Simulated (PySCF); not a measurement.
These compounds are isomers of formula C8H11OP.

A. SMILES C1=CCC=CP1CC(C)=O
B. `C=Cc1cc(OC)[pH]c1C`
C. SMILES CC1=C[P@@](=O)(C2CC2)C=C1

Spectrum 1. ¹H NMR (400 MHz, computed): δ 6.66 (m, 1H), 6.47 (m, 1H), 5.99 (m, 1H), 2.08 (s, 3H), 1.00 (m, 1H), 0.98 (m, 1H), 0.63 (m, 1H), 0.62 (m, 1H), 0.35 (m, 1H). ¹³C{¹H} NMR (computed): δ 157.0 (C), 148.4 (CH), 141.4 (CH), 131.7 (CH), 22.4 (CH3), 9.3 (CH), 1.8 (CH2), 1.7 (CH2).

Spectrum 2. ¹H NMR (400 MHz, computed): δ 6.98 (m, 1H), 6.72 (m, 1H), 5.73 (m, 1H), 5.58 (m, 1H), 5.06 (m, 1H), 3.84 (s, 3H), 2.27 (m, 3H). ¹³C{¹H} NMR (computed): δ 177.2 (C), 152.2 (C), 137.1 (CH), 132.3 (C), 120.2 (CH2), 116.4 (CH), 60.4 (CH3), 15.1 (CH3).

Spectrum 3. ¹H NMR (400 MHz, computed): δ 6.52 (m, 2H), 6.46 (m, 2H), 2.87 (m, 2H), 2.86 (m, 2H), 2.43 (s, 3H). ¹³C{¹H} NMR (computed): δ 209.0 (C), 136.2 (CH), 136.0 (CH), 50.0 (CH2), 33.3 (CH2), 31.6 (CH3).

PySCF calculation with σ from GIAO-PBE0/pcSseg-1 and coordinates at the GFN2-xTB level; equivalent nuclei averaged, one computed conformer, non-relativistic Hamiltonian, no solvent.

Chemical shifts δ = σref − σ; TMS for ¹H (σref 31.72), ¹³C (σref 186.93), all at this level. Splittings of carbon signals by F and P are missing where no couplings were computed. Where no couplings were computed, multiplicities follow the n + 1 count of equivalent neighbours, and m marks all less simple cases (inequivalent or close neighbours, rings, F or P nearby). Shifts are as computed. Against solution values, carbons near 30 ppm lie about +3 ppm off and those near 130 ppm about +5 ppm. Of 1211 compounds with measured shifts, 218 miss one by over three times the rms of a fit or turn the order of signals round; such compounds aren't used in these exercises.

Task: Match each spectrum to its structure.

Result: 1–C, 2–B, 3–A.

- Spectrum 1 (C): 8 ¹³C signals; δC 157.0 is a fully substituted alkene carbon; δC 148.4 is an alkene CH.
- Spectrum 2 (B): 8 ¹³C signals; δC 137.1 is an alkene CH; δC 120.2 is a terminal =CH2 carbon.
- Spectrum 3 (A): 6 ¹³C signals; δC 209.0 is a ketone carbonyl carbon; δC 136.2 is an alkene CH.
